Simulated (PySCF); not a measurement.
2-hydroxyethylboronic acid (C₂H₇BO₃), SMILES OCCB(O)O. Atoms are numbered in the order given.

```xyz
13

O     -2.6831     0.0065     0.4850
C     -1.4465    -0.3567    -0.0739
C     -0.2757     0.4470     0.4718
B      1.1296     0.0875    -0.1566
O      2.1917     0.9485    -0.1697
O      1.3155    -1.1468    -0.6948
H     -2.6397    -0.1689     1.4306
H     -1.2395    -1.4374     0.0483
H     -1.5416    -0.1857    -1.1581
H     -0.1894     0.2681     1.5630
H     -0.4957     1.5243     0.3684
H      1.9843     1.8069     0.2091
H      2.2136    -1.2521    -1.0294
```
Charge 0, spin multiplicity 1.

Coordinates come from a PBE0-D3(BJ)/def2-SVP optimisation. The values are those of a single conformer.

The numbers are results of PySCF with TDA-ωB97X/def2-SVPD, not measurements.

Vertical excitations. Isolated molecule, no solvent.

```csv
state,energy (eV),λ (nm),f,main pairs
S1,7.38,168,0.009,"HOMO→LUMO+1 62 %, HOMO→LUMO+2 15 %, HOMO→LUMO 14 %"
S2,8.36,148,0.028,HOMO→LUMO 59 %
S3,8.67,143,0.001,"HOMO−2→LUMO 51 %, HOMO−3→LUMO 23 %"
S4,8.79,141,0.012,"HOMO→LUMO+3 33 %, HOMO→LUMO+4 16 %, HOMO−1→LUMO+1 10 %, HOMO−1→LUMO+3 5 %"
S5,8.89,139,0.016,"HOMO−1→LUMO 29 %, HOMO−1→LUMO+1 22 %, HOMO→LUMO+3 10 %, HOMO−1→LUMO+2 7 %"
S6,9.03,137,0.016,"HOMO→LUMO+4 33 %, HOMO→LUMO+2 16 %, HOMO−1→LUMO+1 12 %, HOMO→LUMO+5 9 %"
S7,9.24,134,0.051,"HOMO−3→LUMO 31 %, HOMO−2→LUMO 16 %, HOMO→LUMO+6 7 %, HOMO→LUMO+4 6 %"
S8,9.38,132,0.046,"HOMO→LUMO+4 16 %, HOMO→LUMO+5 14 %, HOMO→LUMO+6 11 %, HOMO→LUMO+8 11 %"
S9,9.38,132,0.040,"HOMO−1→LUMO+1 12 %, HOMO−2→LUMO+2 10 %, HOMO→LUMO+5 10 %, HOMO−1→LUMO 9 %"
S10,9.67,128,0.043,"HOMO−2→LUMO+1 16 %, HOMO→LUMO+3 13 %, HOMO−3→LUMO+3 10 %, HOMO−1→LUMO 7 %"
T1,7.13,174,0,"HOMO→LUMO+1 61 %, HOMO→LUMO+2 15 %, HOMO→LUMO 10 %"
T2,8.14,152,0,"HOMO→LUMO 34 %, HOMO→LUMO+3 19 %, HOMO→LUMO+4 5 %"
T3,8.27,150,0,"HOMO→LUMO 26 %, HOMO→LUMO+3 8 %, HOMO−3→LUMO+3 6 %, HOMO→LUMO+4 6 %"
T4,8.47,146,0,"HOMO−2→LUMO 49 %, HOMO−3→LUMO 22 %"
```
Triplets are in the Tamm–Dancoff approximation.
